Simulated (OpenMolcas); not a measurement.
Cr2+ (d4) in a complex was computed by SS-CASPT2, IPEA 0.25 Eh, imaginary shift 0.1 Eh with the d shell active (OpenMolcas, ANO-RCC-VDZP on the metal). Its lowest spin-free states, and all those of the highest spin:

| 2S+1 | Degeneracy | E (cm-1) |
| --- | --- | --- |
| 5 | 1 | 0 |
| 5 | 1 | 3730 |
| 3 | 1 | 6370 |
| 3 | 1 | 7440 |
| 3 | 1 | 8560 |
| 1 | 1 | 14190 |
| 1 | 1 | 15000 |
| 5 | 1 | 15550 |
| 1 | 1 | 15640 |
| 1 | 1 | 16170 |
| 5 | 1 | 16460 |
| 3 | 1 | 17350 |
| 5 | 1 | 17580 |

Question: Is the site octahedral, tetrahedral or cube-like, axial, or of lower symmetry?

Answer: The states with 2S+1 = 5 have orbital degeneracies 1, 1, 1, 1, 1. No state of this spin is degenerate, so the site is of lower symmetry, with no axis of order three or more. The run had Cr2+ with 6 ligands (ammonia, water on the axis) in tetragonal octahedral coordination (Ci) at 2.15 Å, the axial distance 2.090 Å. Ligand basis ANO-RCC-VDZP.

Over all roots computed the reference weight is 0.69 to 0.70; a low but even weight reflects the number of correlated electrons. This shell can be high or low spin here, a state of another spin lies low, and with metal d orbitals alone active their balance is uncertain, so the ground spin may be wrong. Ligand-to-metal charge-transfer states are missing. With no ligand orbital active B as a rule stays too high, so bands that hang on it stand too high and its fall with covalency is understated. With one d shell and no ligand orbital active, 10Dq can be off by tens of per cent for divalent 3d ions, low with halides held by bare charges and at times high in hosts. No measured value stands beside these numbers; the geometry is a model, was not optimised and need not be the one that this ion takes.
